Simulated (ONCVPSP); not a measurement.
## What the settings do to the ONCV potential of H

Base potential:

| Property | Result |
| --- | --- |
| Element | hydrogen (H) |
| Generator | ONCVPSP 4.0.1 |
| Type | optimised norm-conserving Vanderbilt (ONCV) |
| Functional | PBE |
| Relativity | non-relativistic |
| Frozen core | none |
| Valence charge | 1 |
| Reference configuration | 1s1 |
| Partial waves | 1s: rc 0.75 bohr, ncon 4, nbas 9, qcut 8.9 1/bohr, 2 projectors, debl 0.8 Ha; p scattering state at 0.05 Ha: rc 0.60 bohr, ncon 4, nbas 7, qcut 14 1/bohr, local |
| Local potential | the p channel |
| Core correction | none |

Cutoffs, loose and tight: the cutoffs (Ha) at which the residual kinetic energy of the hardest occupied pseudo-wave falls to 1 and 0.1 mHa per electron. They do not see the model core or the augmentation charge, which bear on the density cutoff. Test errors are all-electron minus pseudo excitation energies from the reference, over the configurations 1s0.5. A dash means not determined; rows that change the core or the reference have their own tests.

```csv
change,outcome,"cutoff, loose","cutoff, tight",bound ghosts,GHOST(+) flags above zero
base,generated,24 Ha,38 Ha,none,none
"all radii scaled by about 0.77 (s 0.58, p 0.46 bohr)",generated,30 Ha,99 Ha,none,s
"all radii scaled by about 0.83 (s 0.62, p 0.50 bohr)",generated,29 Ha,72 Ha,none,s
"all radii scaled by about 0.89 (s 0.66, p 0.54 bohr)",generated,27 Ha,47 Ha,none,s
"all radii scaled by about 0.96 (s 0.72, p 0.58 bohr)",generated,25 Ha,40 Ha,none,none
"all radii scaled by about 1.04 (s 0.78, p 0.62 bohr)",generated,23 Ha,37 Ha,none,none
"all radii scaled by about 1.16 (s 0.86, p 0.70 bohr)",generated,22 Ha,33 Ha,none,none
"all radii scaled by about 1.26 (s 0.94, p 0.76 bohr)",generated,20 Ha,30 Ha,none,none
"all radii scaled by about 1.33 (s 1.00, p 0.80 bohr)",generated,20 Ha,29 Ha,none,none
```

(1) What comes out with this change to the base: all radii scaled by about 1.17 (s 0.88, p 0.70 bohr)?

(2) What comes out with this change to the base: all radii scaled by about 1.10 (s 0.82, p 0.66 bohr)?

Answers

(1) outcome: generated; cutoff, loose: 22 Ha; cutoff, tight: 32 Ha; bound ghosts: none; GHOST(+) flags above zero: none.

(2) outcome: generated; cutoff, loose: 23 Ha; cutoff, tight: 34 Ha; bound ghosts: none; GHOST(+) flags above zero: none.

Reading the sweep of the scale of all radii (base = 1) (base included, trends over the rows without a ghost): The loose cutoff falls from 30 Ha at 0.77 to 20 Ha at 1.33. A larger radius leaves more room for a smooth pseudo-wave, so fewer plane waves are needed; a smaller one forces it to follow the all-electron wave where it bends sharply.
